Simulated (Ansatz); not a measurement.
Reaction (redistribution): `CB(C)BN` + `[OH][SnH2][SH]` → `CBBN` + `C[O][SnH2][SH]`

Isolated molecules relaxed with PBE0-D4/def2-TZVP in Ansatz; ΔE leaves out vibrations. CCSD(T)/CBS is the MP2 limit (def2-TZVPP, def2-QZVPP) plus CCSD(T) − MP2 in def2-TZVPP, frozen cores. def2 core potentials past Kr. For Sn outer-core shells are correlated without core-valence functions, which leaves a few kJ/mol of doubt a bond. One conformer a species, not always the lowest.

`CB(C)BN`:

```xyz
14

C    -0.511   -1.073   -1.294
B    -0.343   -0.159   -0.028
C    -1.086   -0.576    1.292
B     0.556    1.265   -0.108
N     1.929    1.374    0.104
H    -1.418   -1.686   -1.292
H    -0.415   -0.565   -2.256
H     0.333   -1.780   -1.244
H    -2.052   -0.048    1.253
H    -0.610   -0.253    2.221
H    -1.327   -1.642    1.354
H    -0.010    2.299   -0.376
H     2.427    2.246    0.041
H     2.525    0.597    0.333
```

`[OH][SnH2][SH]`:

Z-matrix (Å, degrees):
```
Sn
S 1 2.398
O 1 1.964 2 108.5
H 1 1.698 2 112.7 3 113.4
H 1 1.704 2 105.9 3 -118.3
H 2 1.344 1 93.3 3 -67.0
H 3 0.960 1 112.7 2 -46.3
```

`CBBN`:

Cartesian coordinates in Å:
```
C 1.236 0.424 1.211
B 0.126 0.801 0.178
B -0.440 -0.219 -1.025
N -1.551 -1.056 -0.954
H 1.124 0.923 2.178
H 2.165 0.839 0.785
H 1.409 -0.643 1.364
H -0.246 1.949 0.198
H 0.165 -0.241 -2.071
H -1.843 -1.643 -1.717
H -2.146 -1.133 -0.147
```

`C[O][SnH2][SH]`:

```xyz
10

C     0.522   -0.213   -1.685
O     0.408   -0.728   -0.384
Sn   -0.008    0.492    1.100
S    -0.870   -0.888    2.841
H     0.548   -1.054   -2.386
H     1.444    0.368   -1.827
H    -0.327    0.428   -1.968
H    -1.166    1.588    0.484
H     1.426    1.209    1.678
H    -1.978   -1.201    2.147
```

| species | CCSD(T)/CBS(def2) energy (Eh) |
| --- | --- |
| `CB(C)BN` | -185.85427 |
| `[OH][SnH2][SH]` | -689.41238 |
| `CBBN` | -146.57531 |
| `C[O][SnH2][SH]` | -728.64890 |

(1) Work out ΔE.

Largest T1 diagnostic among the species: 0.013.

Results:

(1) ΔE = (-146.57531) + (-728.64890) − (-185.85427) − (-689.41238) = 0.04244 Eh = +111.4 kJ/mol.

In def2-TZVPP, CCSD(T) changes the Hartree–Fock value by +14.1 kJ/mol (the triples alone add +1.2 kJ/mol) and MP2 by +20.5 kJ/mol.
